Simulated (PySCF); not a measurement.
B(Me)3 (C₃H₉B), SMILES CB(C)C.

Geometry optimised at PBE-D3(BJ)/def2-SVP. The isomer is the one that the SMILES or the coordinates give; other isomers of the formula were not compared.

Method: PySCF with PBE-D3(BJ)/def2-SVP.

No scaling factor is applied to the harmonic values.

A small imaginary wavenumber (i) marks a very flat motion, where grid noise or a shallow saddle decides the sign.

Computed vibrational spectrum:
```
mode  ν (cm⁻¹)  IR (km/mol)  moving atoms (share of kinetic energy)
----  --------  -----------  --------------------------------------
1          20i          0.1                                  H 96 %
2          110          1.4                                  H 94 %
3          139          1.3                                  H 96 %
4          312          0.6                  H 50 %, C 36 %, B 14 %
5          313          0.3                          H 47 %, C 45 %
6          340          1.6                  H 57 %, B 32 %, C 11 %
7          589          1.3                          H 82 %, C 17 %
8          603          0.6                          H 69 %, C 31 %
9          703          0.4                          C 60 %, H 39 %
10         785          0.1                          H 82 %, C 18 %
11         834          3.8                   H 59 %, C 33 %, B 9 %
12         847          0.0                          H 62 %, C 35 %
13         933         34.5                  H 39 %, B 37 %, C 24 %
14        1137         38.0                          H 49 %, B 45 %
15        1138         34.2                          H 50 %, B 44 %
16        1247          1.6                          H 78 %, C 22 %
17        1270        137.2                  H 54 %, C 30 %, B 16 %
18        1277        134.3                  H 51 %, C 31 %, B 18 %
19        1360          0.5                                  H 95 %
20        1365          0.2                                  H 95 %
21        1373          0.8                                  H 95 %
22        1391          4.8                           H 88 %, C 8 %
23        1398          2.2                                  H 92 %
24        1408          8.2                                  H 93 %
25        2939          1.2                                  H 96 %
26        2940          0.4                                  H 96 %
27        2944          0.6                                  H 96 %
28        3021          7.9                                  H 92 %
29        3022         14.6                                  H 92 %
30        3024         20.4                                  H 92 %
31        3067          3.3                          H 90 %, C 10 %
32        3068         19.4                           H 91 %, C 9 %
33        3070         30.7                           H 91 %, C 9 %
```
